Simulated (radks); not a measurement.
Q: The bismuth anion Bi3-, configuration [Rn]. All-electron calculation, scalar-relativistic Kohn-Sham, LDA (Slater exchange, VWN5 correlation), spin-polarised, spherical densities, finite nucleus; Fermi nuclear charge, rms radius 5.5211 fm; Watson sphere of charge +2.24 and radius 6.49 bohr. Program: a radial shooting solver on a logarithmic mesh with Libxc functionals. Some entries of the table are withheld. Estimate them.

orbital  occ.  eigenvalue (eV)  <r> (bohr)  r(max) (bohr)
1s          2        -90540.68     0.01581       0.009671
2s          2        -16265.80     0.06653        0.05624
2p          6        -13925.43     0.06056        0.04692
3s          2        -3921.590      0.1718         0.1586
3p          6        -3252.604      0.1738         0.1589
3d         10        -2577.777      0.1575         0.1294
4s          2        -894.6368      0.3774         0.3560
4p          6        -675.2632      0.4029         0.3761
4d         10              (1)      0.4227            (2)
5s          2        -151.8831      0.8302         0.7699
4f         14        -146.9699      0.4410         0.3415
5p          6         -89.9592      0.9474         0.8592
5d         10         -21.1787       1.237          1.033
6s          2          -8.9413         (3)          1.873
6p          6          -0.1367       4.551          2.627

A: 
(1) 4d eigenvalue (eV): -423.9274
(2) 4d r(max) (bohr): 0.3816
(3) 6s <r> (bohr): 2.218
